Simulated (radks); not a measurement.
Results of a calculation; reference values are marked as such.
These are the eigenvalues of the occupied orbitals of an atom or ion with whole-number occupations (hartree). Code: a radial shooting solver on a logarithmic mesh with Libxc functionals. Model: Dirac Kohn-Sham, LB94 model potential, spin-unpolarised, spherical densities, finite nucleus; Fermi nuclear charge, rms radius of each element as measured or else 0.836 A^(1/3) + 0.57 fm.

1s1/2: -2476.328
2s1/2: -582.3601
2p1/2: -570.1192
2p3/2: -528.7888

Which element is it, and in what charge state? The configuration may be excited. Open shells, if any, fill j = l - 1/2 first.

Answer. Z = 70, ytterbium, charge +62: Yb62+ in [He] 2s2 2p4. The list shows which subshells hold electrons but not how many an open one holds; the 1s level, -2476.3 hartree, gives Z - s = 70.4 by -(Z - s)^2/2, which with screening and relativity narrows Z to a few neighbours, and the depths of the outer levels then fix element, charge and occupations together.
